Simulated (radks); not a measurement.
Isoelectronic series with 55 electrons, all held in the configuration [Xe] 6s1, which need not be the ground one along the series. Method: scalar-relativistic Kohn-Sham, r2SCAN, spin-polarised, spherical densities, finite nucleus; open shells are filled with parallel spins first (spin-orbit coupling, left out, can overturn this in heavy ions); meta-GGA in the generalised Kohn-Sham scheme; Fermi nuclear charge, rms radius of each element as measured or else 0.836 A^(1/3) + 0.57 fm; computed with a radial shooting solver on a logarithmic mesh with Libxc functionals. Total energies (hartree) and mean radii <r> (bohr):

| ion | E (hartree) | 6s up | 5p down | 5p up | 5s down |
|---|---|---|---|---|---|
| Cs | -7787.6531 | 5.685 | 2.080 | 2.089 | 1.754 |
| Ce3+ | -8859.3711 | 3.288 | 1.653 | 1.661 | 1.473 |
| Pm6+ | -10011.0030 | 2.543 | 1.400 | 1.404 | 1.278 |
| Gd9+ | -11243.8840 | 2.119 | 1.224 | 1.227 | 1.132 |
| Ho12+ | -12559.7447 | 1.832 | 1.092 | 1.094 | 1.019 |
| Yb15+ | -13960.4278 | 1.621 | 0.9875 | 0.9892 | 0.9267 |
| Ta18+ | -15448.1437 | 1.457 | 0.9027 | 0.9041 | 0.8501 |
| Os21+ | -17025.2510 | 1.324 | 0.8320 | 0.8332 | 0.7852 |
